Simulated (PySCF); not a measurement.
Basis and Hamiltonian dependence of the excitation energy of Pd²⁺

Pd²⁺ [Kr] 4d8 (3F) → Pd²⁺ [Kr] 4d7 5s1 (5F). Calculated with PySCF 2.14 from differences of total energies of unrestricted determinants, without spin-orbit coupling. Values in eV.

| basis | Hamiltonian | functions | UHF | PBE | PBE0 | MP2 (valence) | CCSD(T) (valence) | CCSD(T) (valence and next inner shell) |
| --- | --- | --- | --- | --- | --- | --- | --- | --- |
| aug-cc-pVDZ-PP with ECP28MDF | ECP | 54 | 6.191 | 6.319 | 6.502 | 6.749 | 6.685 | n/a |
| def2-TZVPPD with the def2 core potential (28 electrons) | ECP | 56 | 6.211 | 6.446 | 6.610 | 6.952 | 6.881 | 6.569 |
| ANO-RCC-VTZP | spin-free X2C | 68 | 6.610 | 6.994 | 7.127 | 7.355 | 7.271 | 7.027 |
| aug-cc-pwCVDZ-PP with ECP28MDF | ECP | 70 | 6.003 | 6.195 | 6.362 | 6.648 | 6.567 | 6.163 |
| x2c-TZVPPall | spin-free X2C | 79 | 6.084 | 6.555 | 6.658 | 6.838 | 6.761 | 6.518 |
| def2-QZVPPD with the def2 core potential (28 electrons) | ECP | 88 | 6.021 | 6.154 | 6.334 | 6.762 | 6.677 | n/a |
| aug-cc-pVTZ-PP with ECP28MDF | ECP | 88 | 5.942 | 6.102 | 6.275 | 6.641 | 6.560 | n/a |
| x2c-TZVPPall with one added diffuse shell each of s, p, d, f type | spin-free X2C | 95 | 6.075 | 6.531 | 6.637 | 6.817 | 6.737 | n/a |
| aug-cc-pVTZ-DK | spin-free X2C | 102 | 6.003 | 6.371 | 6.492 | 6.700 | 6.617 | n/a |
| aug-cc-pVTZ-PP with one added diffuse shell each of s, p, d, f, g type with ECP28MDF | ECP | 113 | 5.942 | 6.102 | 6.274 | 6.641 | n/a | n/a |
| x2c-QZVPPall | spin-free X2C | 118 | 6.000 | 6.388 | 6.506 | 6.724 | n/a | n/a |
| aug-cc-pwCVTZ-PP with ECP28MDF | ECP | 122 | 5.940 | 6.098 | 6.272 | 6.689 | n/a | n/a |
| x2c-QZVPPall with one added diffuse shell each of s, p, d, f, g type | spin-free X2C | 143 | 6.000 | 6.387 | 6.506 | 6.723 | n/a | n/a |

Frozen in the all-electron rows: valence and next inner shell: [Ar] 3d10; valence: [Kr]; with a core potential, the same shells as far as they lie outside it.

At UHF, ANO-RCC-VTZP lies more than 0.3 eV from the median of the rows with comparable relativity. Of these, ANO-RCC-VTZP has no diffuse functions of the l that the added or promoted electron needs.
